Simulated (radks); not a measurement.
Results of a calculation; reference values are marked as such.
Mean orbital radii <r> (bohr) of the palladium ion Pd2+, [Kr] 4d8, at several levels of relativity; Dirac values are averaged over j with weights 2j + 1. Spin-unpolarised spherical Kohn-Sham, PBE, point nucleus unless stated (finite: rms radius 4.5318 fm), a radial shooting solver on a logarithmic mesh with Libxc functionals. A level marked "c x" has the speed of light scaled by that factor and shares open shells by 2j + 1; other Dirac levels either fill j = l - 1/2 first or share by 2j + 1.

shell  non-rel.  scalar-rel.  scalar-rel., finite nucleus  Dirac, 2j+1 shares, finite nucleus  change of magnitude, last against first (%)
1s      0.03310      0.03185                      0.03185                             0.03185                                        -3.78
2s       0.1438       0.1383                       0.1383                              0.1380                                        -4.05
2p       0.1229       0.1206                       0.1206                              0.1204                                        -2.01
3s       0.3918       0.3793                       0.3793                              0.3790                                        -3.26
3p       0.3842       0.3787                       0.3787                              0.3784                                        -1.51
3d       0.3573       0.3576                       0.3576                              0.3577                                        +0.10
4s       0.9719       0.9424                       0.9424                              0.9425                                        -3.03
4p        1.046        1.033                        1.033                               1.033                                        -1.22
4d        1.361        1.373                        1.373                               1.373                                        +0.92
